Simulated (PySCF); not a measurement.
C₃H₄Cl₂Se.
Numbering: `[CH3:1][C@@H:2]([Cl:3])[C:4]([Cl:5])=[Se:6]` (hydrogens: H7, H8, H9 on C1; H10 on C2)

Structure used (PBE0-D3(BJ)/def2-SVP), in Å, numbered top down from 1:
```
atom  x, y, z in Å
C1    -0.9082    0.3480   -0.7185
C2     0.2936    0.0810    0.1671
Cl3    0.9335   -1.5743   -0.1388
C4     1.4019    1.0863   -0.0179
Cl5    2.0817    1.0943   -1.6023
Se6    1.9096    2.1977    1.2400
H7    -1.3103    1.3506   -0.5077
H8    -1.6883   -0.3984   -0.5155
H9    -0.6270    0.2897   -1.7789
H10    0.0152    0.1027    1.2279
```

Computed with PySCF at CAM-B3LYP/def2-SVPD, non-relativistic, on one gas-phase PBE0-D3(BJ)/def2-SVP geometry that isn't relaxed in the solvent. The solvent is an IEF-PCM continuum (van der Waals radii × 1.2), and excitations are vertical TDDFT with non-equilibrium linear response and a frozen core. The model holds no explicit solvent molecules, cavitation or dispersion. Spin–orbit coupling is left out although an atom past zinc is present.

Gas-phase singlets (H = HOMO, L = LUMO):

```csv
state,E (eV),λ (nm),f,leading configurations
S1,2.110,588,0.000,H→L 99%
S2,4.615,269,0.195,H-1→L 92%
S3,4.853,255,0.000,"H-4→L 44%, H-2→L 34%"
S4,5.231,237,0.010,"H-2→L 52%, H-3→L 41%"
S5,5.453,227,0.005,"H-4→L 50%, H-3→L 35%"
```

Task: What are the lowest 5 singlets in benzene (ε = 2.271)?

Result: 
```
state  E (eV)  λ (nm)      f  leading configurations  change by rank (eV)
   S1   2.128     583  0.000                 H→L 99%               +0.018
   S2   4.484     277  0.282               H-1→L 94%               -0.131
   S3   4.860     255  0.000    H-4→L 44%, H-2→L 34%               +0.007
   S4   5.252     236  0.012    H-2→L 52%, H-3→L 41%               +0.021
   S5   5.479     226  0.006    H-4→L 50%, H-3→L 36%               +0.026
```

Task: Give the list for dimethylsulfoxide (ε = 46.83), n² = 2.19.

Result: 
```
state  E (eV)  λ (nm)      f  leading configurations  change by rank (eV)
   S1   2.175     570  0.000                 H→L 99%               +0.065
   S2   4.497     276  0.283               H-1→L 94%               -0.118
   S3   4.888     254  0.000    H-4→L 44%, H-2→L 34%               +0.035
   S4   5.286     235  0.011    H-2→L 53%, H-3→L 39%               +0.055
   S5   5.524     224  0.006    H-4→L 49%, H-3→L 38%               +0.071
```

Task: The ground-state energy changes by -0.145 eV from gas to dimethylsulfoxide. By how much does the total energy of gas-phase S1 change?

Result: E(S1) = E(S0) + excitation energy, so it changes by -0.145 + 0.065 = -0.080 eV: it is lowered less than the ground state, which is what a blue shift means. This is the vertical state, with the slow part of the continuum still set for S0.

Task: How do the frontier levels move from gas to dimethylsulfoxide?

Result: 
```
orbital  gas (eV)  solvent (eV)  change (eV)                    Löwdin shares, gas                Löwdin shares, solvent
 LUMO+2      1.07          1.12        +0.05    Se6 65 %, Cl3 14 %, C2 5 %, C4 4 %   Se6 53 %, Cl3 28 %, C2 7 %, Cl5 4 %
 LUMO+1      0.85          0.95        +0.10   Cl5 34 %, Se6 28 %, C4 12 %, C1 7 %  Cl5 39 %, Se6 29 %, C4 13 %, Cl3 7 %
   LUMO     -2.10         -2.03        +0.07  Se6 41 %, C4 37 %, Cl5 10 %, Cl3 6 %  Se6 41 %, C4 37 %, Cl5 10 %, Cl3 6 %
   HOMO     -8.21         -8.21         0.00            Se6 76 %, C4 11 %, Cl5 7 %            Se6 76 %, C4 10 %, Cl5 7 %
 HOMO-1     -9.38         -9.32        +0.06           Se6 45 %, C4 27 %, Cl5 23 %           Se6 45 %, C4 27 %, Cl5 22 %
 HOMO-2    -10.27        -10.27         0.00    Cl3 71 %, C2 10 %, Cl5 8 %, C1 4 %    Cl3 69 %, C2 10 %, Cl5 8 %, C1 5 %
 HOMO-3    -10.42        -10.44        -0.02     Cl3 74 %, C2 8 %, Cl5 6 %, C4 5 %     Cl3 72 %, C2 9 %, Cl5 6 %, C4 6 %
```

The HOMO–LUMO gap goes from 6.11 to 6.18 eV. Rows go by rank; for LUMO+1 and LUMO+2 the atom shares or the degeneracy differ between the runs, so the row needn't follow one orbital.
